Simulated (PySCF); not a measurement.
Computed shifts of a molecule C₂H₈BNO, PySCF with PBE0/pcSseg-1, GIAO, gas phase, atoms alike by connectivity averaged where their shifts nearly agree, in ppm (number of nuclei): ¹H: 4.49 (1), 4.19 (1), 4.09 (1), 3.01 (2), 1.44 (3). ¹³C: 69.0 (1), 23.1 (1). ¹⁵N: 81.2 (1). References: ¹¹B against BF3 (σ = 88.8 ppm); ¹H against TMS (σ = 31.56 ppm); ¹⁷O against H2O (σ = 334.2 ppm); ¹³C against TMS (σ = 186.3 ppm); ¹⁵N against NH3 (σ = 267.4 ppm), references at their B3LYP-D3(BJ)/def2-TZVP geometries, non-relativistic. Geometry: ωB97X-D3(BJ)/def2-SVP. One conformer was computed; it need not be the lowest.

Task: Identify the compound among the candidates.
(A) COB(C)N
(B) CCOBN
(C) CCB(N)O
(D) CN(C)BO

Result: B, CCOBN
